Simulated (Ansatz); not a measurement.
A made-up structure of SiH₃Te, doublet:

```xyz
5
angstrom
Si -0.1458 -0.6728 -0.3577
Te 1.2251 0.8355 0.4105
H -1.6766 -0.2985 -0.0623
H 0.4339 -1.6429 0.5266
H 0.1634 1.7787 -0.5171
```

It is relaxed with PBE-D4/def2-SVP and then PBE0-D4/def2-TZVP (Ansatz 0.2.0). Atoms count as bonded within 1.22 times the sum of their covalent radii (H–H: 0.88 Å). The end point is not checked to be a true minimum.

Question: Does its bonding change? (Judge from chemistry; the calculation decides.)

Answer: Computed: No: no bond forms or breaks.

Where it ends: The first stage lowers the energy by 1.35 eV in 5 steps. It ends as SiH₃Te ([SiH2][TeH]):
Si1  (-0.197, -0.806, -0.310)
Te2  (1.247, 1.102, 0.340)
H3  (-1.634, -0.515, -0.029)
H4  (0.256, -1.945, 0.539)
H5  (0.328, 2.164, -0.540)
(Å)

Labels in which every atom is bracketed show which atoms are joined, not bond orders.

For scale, one of the runs: PBE0-D4/def2-TZVP relaxation, 105 basis functions, launched by `ansatz run in.yaml --threads 2 --pin off --events-out ev --progress --plain --max-ram 4352MiB`. Hardware: 2 CPU threads of an Arm Neoverse V2, shared host. Wall time about 21 s.
